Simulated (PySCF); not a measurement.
Input of a run (PBE0-D3(BJ)/def2-SVP geometry optimisation, gas phase (PySCF 2.14.0)), started from a GFN2-xTB structure with every atom displaced at random (by about 0.01 Å):
```
{"job": {"xc": "PBE0", "basis": "def2-SVP", "d3": "d3bj", "grid": 1, "shake": 0.01, "kind": "geom"}, "charge": 0, "multiplicity": 1}
C      2.604650     0.108690     1.058340
C      1.700430    -0.305860     0.354320
Si     0.292240    -0.924080    -0.709760
Si    -1.478890     0.485130    -0.545580
O     -2.007990     0.652800     0.991700
H      3.360740     0.508080     1.654450
H      0.105840    -2.304590    -0.236880
H      0.869640    -0.991700    -2.071270
H     -2.740780    -0.033210    -1.119080
H     -1.229050     1.809330    -1.093860
H     -1.438720     0.969570     1.701970
```

Output (energies in Eh, forces in Eh/bohr):
```
step   0  E = -733.26835201  max force = 0.034025
step   1  E = -733.27794131  max force = 0.010522
step   2  E = -733.27870260  max force = 0.003339
step   3  E = -733.27887571  max force = 0.001157
step   4  E = -733.27895625  max force = 0.002123
step   5  E = -733.27913299  max force = 0.003079
step   6  E = -733.27922516  max force = 0.002127
step   7  E = -733.27929970  max force = 0.001400
step   8  E = -733.27934810  max force = 0.001217
step   9  E = -733.27938595  max force = 0.001589
step  10  E = -733.27941686  max force = 0.001132
step  11  E = -733.27944045  max force = 0.001169
step  12  E = -733.27945374  max force = 0.000753
step  13  E = -733.27945489  max force = 0.000197
optimisation converged
```

Question: Summarise the run.

Answer: The energy falls by 7.0 kcal/mol over 14 energy and gradient evaluations, the largest force component goes from 0.0340 to 2.0e-04 Eh/bohr, and the atoms move by 0.453 Å rms after alignment. The bond that changes most is Si3–Si4 (SiH2 silicon to oxygen-bound silicon), which lengthens by 0.088 Å. Bonds longer at the end by more than 0.005 Å: 7 of 10; shorter: 1. Among the angles that change most is O5–Si4–H9, from 97.1° to 107.9°. Among the dihedrals that turn most is C2–Si3–Si4–O5, from -58° to -31°. The energy never rose by more than 1e-6 Eh on the way. The first step brought 86 % of the lowering.

Question: What are the final bond lengths?

Answer: C1≡C2 1.219 Å, C2–Si3 1.843 Å, Si3–Si4 2.357 Å, Si4–O5 1.669 Å, C1–H6 1.076 Å, Si3–H7 1.494 Å, Si3–H8 1.494 Å, Si4–H9 1.490 Å, Si4–H10 1.498 Å, O5–H11 0.965 Å. Numbering counts from 1 in the input's order; the species is `C#C[SiH2][SiH2]O`.

The run used 108 basis functions and 99 SCF cycles in all.

Not checked by PBE0-D3(BJ)/def2-SVP frequencies. One conformer, not necessarily the lowest.
